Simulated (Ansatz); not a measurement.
**Interaction energy ladder**

The pair of Cu⁺ (SMILES [Cu+], atom 1) and CH$_{4}$ (SMILES C, atoms 2–6), both closed shells, in one local arrangement (a lower one may exist), relaxed at PBE0-D4/def2-TZVP:

```json
{"atom": "Cu1", "x (Å)": "0.1738", "y (Å)": "-0.6454", "z (Å)": "-1.6967"}
{"atom": "C2", "x (Å)": "-0.0342", "y (Å)": "0.1258", "z (Å)": "0.3158"}
{"atom": "H3", "x (Å)": "-0.8975", "y (Å)": "-0.4067", "z (Å)": "-0.1569"}
{"atom": "H4", "x (Å)": "-0.3616", "y (Å)": "1.1477", "z (Å)": "0.4937"}
{"atom": "H5", "x (Å)": "0.9589", "y (Å)": "0.1948", "z (Å)": "-0.1955"}
{"atom": "H6", "x (Å)": "0.1607", "y (Å)": "-0.4162", "z (Å)": "1.2395"}
```

Program: Ansatz 0.2.0. Basis: def2-TZVPPD, with def2-QZVPPD for the basis limit. Cores are frozen in the correlated methods. The 3s and 3p shells of Cu and Zn are frozen; filled d shells are correlated. B3LYP uses VWN-RPA correlation. Extrapolation: Hartree–Fock as exp(−7.88 √X), correlation as X^−2.97. Interaction energies count from these two fragments, frozen as in the pair, with the counterpoise correction; negative means bound.

(1) What is the interaction energy by CCSD(T) at an estimated basis limit (MP2 extrapolated from triple and quadruple zeta, plus CCSD(T) − MP2 in triple zeta)? (Judge from chemistry; the value comes from the calculation.)

T1 diagnostic: at most 0.019.

## Answers

(1) By the calculation: -24.26 kcal/mol. Hartree–Fock alone gives -9.72 kcal/mol at the basis limit. It counts from the two fragments frozen as in the pair.

The same quantity by other methods in triple zeta, and each one's difference from that estimate:
```tsv
method	E_int (kcal/mol)	difference
PBE-D4	-33.13	-8.87
revPBE-D4	-29.04	-4.78
BLYP-D4	-30.54	-6.29
r2SCAN-D4	-33.42	-9.16
B97M-V	-31.33	-7.07
PBE0-D4	-27.88	-3.62
B3LYP-D4	-27.23	-2.97
HSE06-D4	-27.76	-3.50
wB97X-V	-25.74	-1.49
wB97M-V	-25.72	-1.46
B2PLYP	-24.95	-0.69
HF	-9.61	14.65
MP2	-22.63	1.63
CCSD	-19.54	4.71
CCSD(T)	-21.37	2.89
```
Differences are method less estimate.

Energy to bend the free fragments (PBE0-D4 minima) into their shapes in the pair, CCSD(T)/def2-TZVPPD: CH$_{4}$ 3.27 kcal/mol. This must be added to the interaction energy to get the binding energy from relaxed fragments.

Basis-set superposition shift (counterpoise-corrected less uncorrected): CCSD(T) 1.76; MP2 1.59; HF 0.39; PBE0-D4 0.45; wB97M-V 0.42 kcal/mol.

For scale, one of the runs: CCSD(T)/def2-TZVPPD, 172 basis functions, launched by `ansatz run in.yaml --threads 2 --pin off --events-out ev --progress --plain --max-ram 5222MiB`. Time: 21 s of wall clock on 2 CPU threads of an Arm Neoverse N1; the host was shared. Peak host memory: 1 GiB.
